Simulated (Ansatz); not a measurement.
A structure relaxed at r2SCAN-D4/def2-SVP in Ansatz, charge 1, doublet:

```xyz
5

Hf   -0.741   -1.404   -0.284
Hf    2.053   -1.111    0.090
Hf   -2.065    1.091   -0.063
Hf    0.226    0.528    1.508
Hf    0.526    0.897   -1.250
```

Task: Give its formula and point group.

Result: the cluster Hf5⁺ (the lowest doublet isomer of a short search). Point group D3h (tolerance 0.1 Å).

Task: Summarise the bond lengths by kind (pairs closer than 1.2 times the sum of covalent radii, bridged metal pairs left out).

Result: 9 × Hf–Hf 2.80 to 2.86 Å.

In the def2 sets Hf takes a core potential; there is no spin–orbit coupling. The charge 1 doublet is spin-contaminated (final ⟨S²⟩ up to 1.96, 0.75 for a pure state). The relaxation made no stability test and no search for a lower SCF solution. No other spin state of charge 1 was run. The structure comes from a short search, and lower isomers may exist.
